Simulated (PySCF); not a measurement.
C₃H₉O₂, charge +1, singlet, geometry from GFN2-xTB. Base run: HF/6-31G in PySCF.

Here is a job for PySCF.
```python
from pyscf import gto, scf

mol = gto.Mole()
mol.atom = '''
    C     1.902567    0.132740    0.229313
    C     0.495829    0.330064   -0.303422
    O    -0.313730    1.127339    0.576643
    C    -0.289970   -0.997735   -0.371701
    O    -1.687398   -0.609817   -0.240323
    H     2.447804    1.072435    0.224056
    H     1.872906   -0.242727    1.248810
    H     2.438898   -0.575065   -0.394909
    H     0.520504    0.797410   -1.294924
    H    -0.084681    2.061373    0.512163
    H    -0.154073   -1.507545   -1.325002
    H     0.006360   -1.653707    0.448339
    H    -1.501659    0.336138    0.234108
    H    -2.187593   -1.218897    0.331666
'''
mol.basis = '6-31g'
mol.charge = 1
mol.spin = 0
mol.verbose = 4
mol.build()

mf = scf.RHF(mol)
mf.kernel()
mo_i, mo_e, stable_i, stable_e = mf.stability(internal=True, external=True, return_status=True, nroots=6, tol=1e-6)
print('internally stable:', stable_i, ' externally stable:', stable_e)
if not stable_e:
    umf = mf.to_uhf() if not hasattr(mf, 'xc') else mf.to_uks()
    umf.scf_summary = {}
    umf.kernel(umf.make_rdm1(mo_e, umf.mo_occ))
```

The bond that is stretched is that between atoms 13 and 5. A test that says stable can miss a lower solution.

Variants of this job, named by their change:

| change | ΔE vs base (mEh) | <S^2> | HOMO-LUMO gap (eV) | stability test says |
|---|---|---|---|---|
| base | 0.000 | 0.000 | 17.34 | stable |
| bond × 1.25 | 9.142 | 0.000 | 17.79 | stable |
| bond × 1.5 | 6.067 | 0.000 | 17.32 | stable |
| bond × 1.8 | 7.943 | 0.000 | 16.43 | stable |
| bond × 2.2 | 51.789 | 0.000 | 15.02 | stable |
| bond × 3.0 | 214.3 | 0.000 | 8.91 | stable |

Where a bond breaks into two radicals, a solution with restricted orbitals usually stops being the lowest and lies too high; an unrestricted one lies lower at the price of spin contamination, which <S^2> shows.
